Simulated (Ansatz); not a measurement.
`OB[SiH](O)F` + `BC=C` → `BC(=C)BO` + `O[SiH2]F`  (formal exchange of groups at a B–Si bond)

Program: Ansatz. Geometries: PBE0-D4/def2-TZVP. ΔE: electronic, gas phase. CCSD(T)/CBS is the MP2 limit (def2-TZVPP, def2-QZVPP) plus CCSD(T) − MP2 in def2-TZVPP, frozen cores. Functionals use def2-TZVPP. One conformer a species, not always the lowest.

```tsv
species	PBE-QIDH energy (Eh)
`OB[SiH](O)F`	-566.78905
`BC=C`	-103.89934
`BC(=C)BO`	-204.54524
`O[SiH2]F`	-466.16351
```

Question: Work out ΔE.

Answer: ΔE = (-204.54524) + (-466.16351) − (-566.78905) − (-103.89934) = -0.02036 Eh = -0.55 eV. CCSD(T)/CBS gives -0.53 eV.

Largest T1 diagnostic among the species: 0.013.

From BLYP to BHLYP (50 % exact exchange), in def2-TZVPP and without D4, ΔE moves by −0.10 eV. Leaving LDA and LC-ωPBE aside and taking each functional with its dispersion term where it has one, the values, not all of them listed here, spread over 0.10 eV, from r2SCAN0-D4 to PBE-D4. LDA lies −0.11 eV from PBE without D4.
